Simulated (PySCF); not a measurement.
Telling isomers of CH$_{12}$N$_{2}$Si$_{4}$ apart by NMR

No solvent, no relativistic terms, a single conformation, averaged over atoms made equivalent by symmetry, fast rotation or ring inversion. Structure optimised with GFN2-xTB; shielding tensors at PBE0/pcSseg-1 (GIAO); PySCF 2.14.

Shifts are taken against calculated references (same method and geometry level): ¹H (σ = 31.72 ppm) and ¹³C (σ = 186.93 ppm) against TMS. Where no couplings were computed, multiplicities follow the n + 1 count of equivalent neighbours, and m marks all less simple cases (inequivalent or close neighbours, rings, F or P nearby). Shifts are as computed. Against solution values, carbons near 30 ppm lie about +3 ppm off and those near 130 ppm about +5 ppm. Of 1211 compounds with measured shifts, 218 miss one by over three times the rms of a fit or turn the order of signals round; such compounds aren't used in these exercises. OH and NH positions are gas-phase values without hydrogen bonding to other molecules.

(1) Tabulate the signals of `C[Si@@]1(N)[SiH2][SiH2][Si@@H]1N`, `[SiH3]N([SiH3])[Si@H]1NC[SiH2]1`, `[SiH3]N[Si@@H]1[SiH2]CN1[SiH3]` and their relative energies.

(2) What is the quickest way to tell C[Si@@]1(N)[SiH2][SiH2][Si@@H]1N from [SiH3]N([SiH3])[Si@H]1NC[SiH2]1?

(3) What is the quickest way to tell [SiH3]N([SiH3])[Si@H]1NC[SiH2]1 from [SiH3]N[Si@@H]1[SiH2]CN1[SiH3]?

(4) What is the quickest way to tell C[Si@@]1(N)[SiH2][SiH2][Si@@H]1N from [SiH3]N[Si@@H]1[SiH2]CN1[SiH3]?

Results:

(1) 
```tsv
SMILES	carbon types	δC	δH	E rel. (kcal/mol)
C[Si@@]1(N)[SiH2][SiH2][Si@@H]1N	1×CH3	0.5	6.17 (m, 1H), 4.16 (m, 1H), 3.99 (m, 1H), 3.63 (m, 1H), 3.51 (m, 1H), 0.40 (s, 3H), 0.36 (br s, 2H), -0.12 (br s, 2H)	0.0
[SiH3]N([SiH3])[Si@H]1NC[SiH2]1	1×CH2	32.2	6.01 (m, 1H), 4.74 (s, 6H), 4.61 (m, 1H), 4.39 (m, 1H), 3.28 (m, 1H), 3.27 (m, 1H), 1.21 (br s, 1H)	7.2
[SiH3]N[Si@@H]1[SiH2]CN1[SiH3]	1×CH2	34.0	5.79 (m, 1H), 4.80 (s, 3H), 4.69 (m, 1H), 4.64 (m, 1H), 4.64 (s, 3H), 3.06 (m, 1H), 2.93 (m, 1H), 0.29 (br s, 1H)	6.7
```

Energies are electronic energies at PBE0/pcSseg-1 on these geometries, without zero-point or thermal terms, each for the one conformer computed, which needn't be the lowest.

(2) Both give the same number of carbon signals, but DEPT or the intensities differ. The first has a methyl carbon bonded to Si (CH3) at 0.5 ppm, the second an sp3 CH2 bonded to N and Si at 32.2 ppm.

(3) Both give the same number of carbon signals, with the same numbers of each carbon type, so the positions decide. The first has an sp3 CH2 bonded to N and Si at 32.2 ppm, the second an sp3 CH2 bonded to N and Si at 34.0 ppm.

(4) Both give the same number of carbon signals, but DEPT or the intensities differ. The first has a methyl carbon bonded to Si (CH3) at 0.5 ppm, the second an sp3 CH2 bonded to N and Si at 34.0 ppm.
